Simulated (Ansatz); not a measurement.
```yaml
crystal:
  periodic: [false, false, false]
  atoms:
    - {symbol: C, position_ang: [3.569782, -2.928135, -2.290450]}
    - {symbol: C, position_ang: [1.579242, -4.244991, -0.347093]}
    - {symbol: C, position_ang: [0.010654, -2.236743, 1.387526]}
    - {symbol: C, position_ang: [-1.920856, -0.447826, -0.201179]}
    - {symbol: C, position_ang: [-3.449558, 1.579933, 1.536334]}
    - {symbol: S, position_ang: [-1.392223, 4.098718, 3.208060]}
    - {symbol: C, position_ang: [-0.212321, 5.996084, 0.340006]}
    - {symbol: H, position_ang: [2.548470, -1.671827, -3.796793]}
    - {symbol: H, position_ang: [4.999843, -1.636298, -1.199891]}
    - {symbol: H, position_ang: [4.740866, -4.447939, -3.389298]}
    - {symbol: H, position_ang: [0.154551, -5.509867, -1.486119]}
    - {symbol: H, position_ang: [2.684354, -5.623582, 0.990266]}
    - {symbol: H, position_ang: [1.431481, -0.952452, 2.504636]}
    - {symbol: H, position_ang: [-1.150712, -3.346137, 2.919169]}
    - {symbol: H, position_ang: [-3.414694, -1.719841, -1.242969]}
    - {symbol: H, position_ang: [-0.833209, 0.634736, -1.798055]}
    - {symbol: H, position_ang: [-4.499535, 0.542477, 3.187402]}
    - {symbol: H, position_ang: [-4.993000, 2.629269, 0.344975]}
    - {symbol: H, position_ang: [-1.906672, 6.755556, -0.859972]}
    - {symbol: H, position_ang: [1.138506, 4.810614, -0.943304]}
    - {symbol: H, position_ang: [0.915035, 7.718254, 1.136709]}
basis:
  gaussian: {orbitals: def2-TZVPD}
hamiltonian: {xc: {name: B2GP-PLYP}}
accuracy: high
scf: {lower_state_search: full}
```

```sh
$ ansatz run in.yaml --threads 2 --pin off --events-out ev --progress --plain --max-ram 32768MiB --backend cuda --devices 0, --max-vram 18GiB
```

Shortened log:

```
Functional definition: B2GP-PLYP
7176 factors; integrals over basis functions are off by at most 3.4e-7 eV
mean field evaluation 1: about -17149.8726 eV, gradient 5.7e1 eV
mean field evaluation 2: about -17149.9031 eV, gradient 5.7e1 eV
mean field evaluation 4: about -17074.3323 eV, gradient 1.1e2 eV
mean field evaluation 8: about -17163.2421 eV, gradient 3.3e1 eV
mean field evaluation 16: about -17172.6124 eV, gradient 2.7e-1 eV
mean field evaluation 32: about -17172.6429 eV, gradient 5.6e-8 eV
mean field -17172.64287447 eV, -631.0829856013 hartree, gradient 5.6e-8 eV, S^2 0.000000; 5 other end points of the search recorded, 0 dependent functions left out; unrestricted orbitals would lower it
11 core orbitals not correlated: weight in the atoms' cores, before any rotation towards them, 1.000 or more for the frozen orbitals, at most 0.000 for the correlated occupied ones
reference -17172.64292469 eV, -631.0829874468 hartree; 22, 22 occupied and 361, 361 virtual orbitals, 7176 factors
second order -55.06442201 eV of doubles, -0.00000000 eV of singles
Total energy: -17192.46611661 eV, -631.8114763134 hartree
```

Q: What is wrong with this run?

A: The geometry is stretched to more than twice its size. The run converged. The result belongs to that input, not to the molecule as meant.
